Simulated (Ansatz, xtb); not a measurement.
## Relative energy of two isomers of C3H4BFN2

Structure X is `Bn1ccnc1F`, a singlet and structure Y is `Bn1cnc(F)c1`, a singlet. Both are isolated molecules in the gas phase, relaxed with PBE0-D3(BJ)/def2-SVP; the shapes shown needn't be the lowest conformers.

X (Å):

```xyz
11

C     0.1965   -0.2089   -1.4151
C    -0.5767    0.0205   -2.5074
C    -0.2441    1.9220   -1.6605
B     1.1897    1.3500    0.3376
F    -0.2250    3.1987   -1.3917
N     0.4332    1.0446   -0.8309
N    -0.8467    1.3765   -2.6483
H     1.7058    0.4348    0.9233
H     1.2763    2.4971    0.6811
H     0.6079   -1.1162   -0.9818
H    -0.9683   -0.7044   -3.2190
```

Y (Å):

```
atom    x (Å)    y (Å)    z (Å)
   C  -0.1124  -0.2042  -0.6421
   C  -1.0636   0.6679  -2.3071
   C  -0.0700   1.5458  -1.9951
   B   1.6799   1.4703  -0.1519
   F  -1.9389   0.7680  -3.2788
   N   0.5676   0.9774  -0.8920
   N  -1.0877  -0.4090  -1.4725
   H   2.0706   0.8083   0.7743
   H   2.1760   2.5157  -0.4804
   H   0.1805  -0.8591   0.1788
   H   0.2398   2.4894  -2.4323
```

Energies in hartree; the thermal terms are from GFN2-xTB frequencies at re-optimised GFN2-xTB minima (ideal gas, soft modes damped towards free rotors, one conformer each, 298.15 K, 1 atm) and include the zero-point energy:

```
                              X           Y
E, CCSD(T)/def2-SVP  −349.731108  −349.729359
    E, MP2/def2-SVP  −349.659170  −349.657741
  E, MP2/def2-TZVPP  −350.301110  −350.300910
  zero-point energy     0.072618     0.072559
       H(298 K) − E     0.079508     0.079454
       G(298 K) − E     0.043122     0.043036
```

Question: Correct the CCSD(T) difference for the basis set by the MP2 change, then work out ΔE, ΔE₀, ΔH and ΔG for X → Y in kcal/mol (1 Eh = 627.51 kcal/mol) and the equilibrium ratio [Y]/[X].

Answer: 1. Differences Y − X: CCSD(T) +0.001749, MP2 in the small set +0.001429, MP2 in the large set +0.000200 Eh.
2. ΔE = +0.001749 + (+0.000200 − (+0.001429)) = +0.000520 Eh = +0.33 kcal/mol.
3. ΔE₀ = ΔE + ΔZPE = +0.000520 + (−0.000059) Eh = +0.29 kcal/mol.
4. ΔH = ΔE + (−0.000054) Eh = +0.29 kcal/mol.
5. ΔG = ΔE + (−0.000086) Eh = +0.27 kcal/mol, so ΔS = (ΔH − ΔG)/T = +0.3 J/(mol K).
6. kT = 0.9442 mEh, so K = [Y]/[X] = exp(−ΔG/kT) = exp(−0.46) ≈ 0.63.

The two are too close for this level to say which is favoured. An error of 1 kcal/mol in ΔG would change K by a factor of 5.4. Mirror images and further conformers aren't counted.

As drawn, both hold the same kinds of bond in the same numbers.

Other levels gave ΔE = +1.6 (GFN2-xTB); +1.9 (HF/STO-3G, GFN2-xTB geometries); +0.6 (r2SCAN-D4/def2-SVP, GFN2-xTB geometries); +0.6 (PBE0-D3(BJ)/def2-SVP); +2.0 (HF/def2-SVP); +0.9 (MP2/def2-SVP); +1.1 (CCSD(T)/def2-SVP) kcal/mol. The correlated steps freeze 7 core orbitals. Programs: Ansatz 0.2.0, xtb 6.7.1.
